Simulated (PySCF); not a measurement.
## Electron correlation in Pb (lead, neutral)

[Xe] 4f14 5d10 6s2 6p2, high-spin 3P determinant. All numbers are calculated (PySCF 2.14, scalar relativity through the core potential, in def2-TZVP with the def2 core potential (60 electrons)). Frozen: 5s2 5p6 5d10; 4 electrons correlated.

MP2 pair energies summed by pair of shells (mhartree):

```
 pair  energy  share (%)
6s-6p  -21.46       58.4
6s-6s  -11.81       32.1
6p-6p   -3.48        9.5
```

Total MP2 correlation energy: -36.74 mhartree.

Same-spin part -6.88 and opposite-spin part -29.86 mhartree; SCS-MP2 scales them by 1/3 and 6/5 to -38.13 mhartree.

```csv
level,correlation energy (mhartree)
CCSD,-46.85
(T),-1.04
CCSD(T),-47.89
```

Diagnostics: T1 = 0.0073, D1 = 0.0183, largest double amplitude 0.061.

Spin-orbit coupling is strong in this species (close to jj coupling), so the high-spin LS determinant is a model state, not a physical level.

Cost of the coupled-cluster step: 0.93 s of wall time on 1 thread of AMD EPYC 7R43 64-Core Processor (shared host), for 4 correlated electrons.

Iterations:

```
CC2 = 0
CCSD nocc = (np.int64(3), np.int64(1)), nmo = (41, 41)
frozen orbitals [[0, 1, 2, 3, 4, 5, 6, 7, 8], [0, 1, 2, 3, 4, 5, 6, 7, 8]]
max_cycle = 100
direct = 0
conv_tol = 1e-08
conv_tol_normt = 1e-06
diis_space = 8
diis_start_cycle = 0
Init t2, MP2 energy = -0.036744627977411
Init E_corr(UCCSD) = -0.0367446279776178
cycle = 1  E_corr(UCCSD) = -0.0441337656951782  dE = -0.00738913772  norm(t1,t2) = 0.0388067
cycle = 2  E_corr(UCCSD) = -0.0459614751152533  dE = -0.00182770942  norm(t1,t2) = 0.0132283
cycle = 3  E_corr(UCCSD) = -0.0468629292311405  dE = -0.000901454116  norm(t1,t2) = 0.00542514
cycle = 4  E_corr(UCCSD) = -0.0468502804198232  dE = 1.26488113e-05  norm(t1,t2) = 0.00090668
cycle = 5  E_corr(UCCSD) = -0.0468545677924207  dE = -4.2873726e-06  norm(t1,t2) = 0.000128021
cycle = 6  E_corr(UCCSD) = -0.0468538335502393  dE = 7.34242181e-07  norm(t1,t2) = 2.17096e-05
cycle = 7  E_corr(UCCSD) = -0.0468541550350926  dE = -3.21484853e-07  norm(t1,t2) = 3.48665e-06
cycle = 8  E_corr(UCCSD) = -0.0468540487020515  dE = 1.06333041e-07  norm(t1,t2) = 5.68623e-07
cycle = 9  E_corr(UCCSD) = -0.0468540609788696  dE = -1.2276818e-08  norm(t1,t2) = 1.24321e-07
cycle = 10  E_corr(UCCSD) = -0.0468540700287408  dE = -9.04987119e-09  norm(t1,t2) = 6.02295e-08
UCCSD converged
E(UCCSD) = -191.8823763506351  E_corr = -0.04685407002874077
UCCSD(T) correction = -0.00103955693440537
```

Spin-orbit coupling is strong in this species, so the high-spin LS determinant is a model state.
